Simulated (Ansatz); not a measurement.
Input and output for C2H6GeS2, SMILES `C[S][Ge][S]C`.

```yaml
crystal:
  periodic: [false, false, false]
  atoms:
    - {symbol: C, position_ang: [-0.946413, -1.120934, 1.993706]}
    - {symbol: S, position_ang: [0.764081, -1.671929, 1.778460]}
    - {symbol: Ge, position_ang: [1.638715, -0.679581, -0.008756]}
    - {symbol: S, position_ang: [-0.122057, 0.528867, -0.625903]}
    - {symbol: C, position_ang: [0.553826, 1.356805, -2.092262]}
    - {symbol: H, position_ang: [-0.987499, -0.043561, 2.151205]}
    - {symbol: H, position_ang: [-1.338181, -1.630997, 2.873800]}
    - {symbol: H, position_ang: [-1.548865, -1.383777, 1.124738]}
    - {symbol: H, position_ang: [1.589813, 1.064203, -2.271306]}
    - {symbol: H, position_ang: [-0.047339, 1.088684, -2.960528]}
    - {symbol: H, position_ang: [0.509120, 2.435120, -1.942455]}
basis:
  gaussian: {orbitals: cc-pVTZ-DK, fitting: {mean_field: def2-universal-jkfit}}
hamiltonian: {xc: {name: wB97}}
output: {forces: true}
```

```sh
$ ansatz run in.yaml --threads 2 --pin off --events-out ev --progress --plain --max-ram 32768MiB --backend cpu
```

Shortened log:

```
Functional definition: wB97
780 factors; integrals over basis functions are off by at most 9.6e-1 eV
780 factors; integrals over basis functions are off by at most 4.7e-5 eV
mean field evaluation 1: about -81019.7465 eV, gradient 3.3e1 eV
mean field evaluation 2: about -81021.0925 eV, gradient 2.6e1 eV
mean field evaluation 4: about -81022.5040 eV, gradient 1.3e0 eV
mean field evaluation 8: about -81022.5146 eV, gradient 3.6e-2 eV
mean field evaluation 16: about -81022.5146 eV, gradient 4.1e-5 eV
mean field -81022.51463145 eV, -2977.5224936730 hartree, gradient 5.3e-5 eV, S^2 0.000000; 0 other end points of the search recorded, 0 dependent functions left out
reference -81022.51462045 eV, -2977.5224932685 hartree; 41, 41 occupied and 214, 214 virtual orbitals, 780 factors
Total energy: -81022.51462045 eV, -2977.5224932685 hartree
Relativity: scalar
Atom 0 at    -0.946413    -1.120934     1.993706 Å, force     0.018242     0.006165    -0.014217 eV/Å
Atom 1 at     0.764081    -1.671929     1.778460 Å, force     0.109240     0.084314    -0.173574 eV/Å
Atom 2 at     1.638715    -0.679581    -0.008756 Å, force    -0.320454     0.018094     0.153889 eV/Å
Atom 3 at    -0.122057     0.528867    -0.625903 Å, force     0.202401    -0.121616     0.044042 eV/Å
Atom 4 at     0.553826     1.356805    -2.092262 Å, force    -0.047030     0.005828     0.023205 eV/Å
Atom 5 at    -0.987499    -0.043561     2.151205 Å, force    -0.008105    -0.020622    -0.003055 eV/Å
Atom 6 at    -1.338181    -1.630997     2.873800 Å, force     0.008421     0.021205    -0.031273 eV/Å
Atom 7 at    -1.548865    -1.383777     1.124738 Å, force     0.005038     0.008283     0.018203 eV/Å
Atom 8 at     1.589813     1.064203    -2.271306 Å, force    -0.018048     0.016492    -0.012366 eV/Å
Atom 9 at    -0.047339     1.088684    -2.960528 Å, force     0.035740     0.017505     0.018898 eV/Å
Atom 10 at     0.509120     2.435120    -1.942455 Å, force     0.014556    -0.035648    -0.023753 eV/Å
Dipole moment:    -0.057974     0.232554    -0.275369 e Å
```

Run time 16 s (2 threads of an AMD EPYC 7R13 on a shared host); peak host memory 0.85 GiB.
